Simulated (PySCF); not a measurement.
Structure elucidation problem

Molecular formula: C4H7Cl2FSi. Simulated spectra:

1H NMR (400 MHz, computed): δ 7.19 (s, 1H), 4.34 (m, 3H), 2.04 (s, 3H).

13C{1H} NMR (computed): δ 163.3 (C), 139.2 (C), 80.7 (CH), 13.4 (CH3).

PySCF 2.14 calculation with shielding tensors at PBE0/pcSseg-1 (GIAO) and GFN2-xTB structure; fast rotation and ring inversion assumed for equivalent nuclei, no solvent model, no relativistic terms, one conformer.

Chemical shifts δ = σref − σ; 1H (σref 31.72), 13C (σref 186.93) vs TMS, all at this level.

**Question.** What is the structure?

**Answer.** 
1. Rings plus π bonds: 1 (no ring in the answer).
2. 4 carbon signals for 4 carbons: no two carbons are equivalent.
3. Carbon types of the structure: 2 × C, 1 × CH, 1 × CH3, leaving 3 H on heteroatoms.
4. δC 163.3, 139.2: fully substituted alkene carbon; the olefinic region.
5. δC 80.7: allylic sp3 CH bonded to 2 Cl; 2 electronegative neighbours deshield it.
6. δC 13.4: allylic methyl carbon; aliphatic region, no heteroatom directly attached.
7. δH 7.19: hydrogen on an allylic sp3 CH bonded to 2 Cl; its carbon carries Cl, hence the downfield position.
8. δH 4.34: hydrogen on a silicon bonded to C.
9. δH 2.04: hydrogen on an allylic methyl carbon; allylic position.

The compound is SMILES C/C(=C(/F)[SiH3])C(Cl)Cl.

The data come from this structure; uniqueness wasn't tested.

Carbons that carry Cl, above all several Cl atoms, come out too deshielded, partly because spin–orbit coupling is missing. Splittings by 19F in the carbon and heteronuclear signals aren't shown, as no couplings were computed. Shifts are as computed. Against solution values, carbons near 30 ppm lie about +3 ppm off and those near 130 ppm about +5 ppm; carbons on Cl a further +6 ppm. Of 1309 compounds with measured shifts, 239 miss one by over three times the rms of a fit or turn the order of signals round; such compounds aren't used in these exercises. Multiplicities follow the n + 1 count of equivalent neighbours, as no J values were calculated; m marks all less simple cases, F and P coupling included.
